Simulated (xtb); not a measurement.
Harmonic IR lines of one isomer of H₆B₃N, unscaled. These are GFN2-xTB (xtb) values and carry that method's errors.

wavenumber (cm⁻¹): 255 (w), 602 (s), 722 (vw), 755 (vw), 790 (s), 840 (m), 997 (w), 1181 (m), 1188 (w), 1354 (m), 1560 (w), 2594 (s), 2604 (m), 2609 (w), 2615 (vs)

Name which structure gives these lines.
(A) `BB(B)N`
(B) `BBBN`
(C) `BN(B)B`
(D) `BBNB`

A, `BB(B)N`
